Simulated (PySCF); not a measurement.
Zr(Cl)2(OH) (Cl2HOZr), SMILES [Zr+]([OH])([Cl])[Cl], charge +1, multiplicity 1. Heavy atoms are numbered as in [Zr+:1]([Cl:2])([Cl:3])[OH:4]. Hydrogens are named by the atom that carries them.

Geometry optimised at B3LYP-D3(BJ)/def2-SVP. The spin state was assumed, not searched. The isomer is the one that the SMILES or the coordinates give; other isomers of the formula were not compared. The def2 effective core potentials stand for the cores of Zr; spin–orbit coupling is left out. One conformer was computed; it need not be the lowest.

These are PBE/def2-TZVPD in PySCF values and carry that method's errors.

Mulliken values depend strongly on the basis, most of all with diffuse functions as here. ESP charges are fitted to the potential on shells at 1.4 to 2.0 van der Waals radii. Atomic charges (e), one atom of each kind:

```
atom     Mulliken  ESP fit
-------  --------  -------
Zr1          1.76     1.66
Cl2         -0.26    -0.19
O4 (OH)     -0.57    -0.84
H on O4      0.33     0.56
```
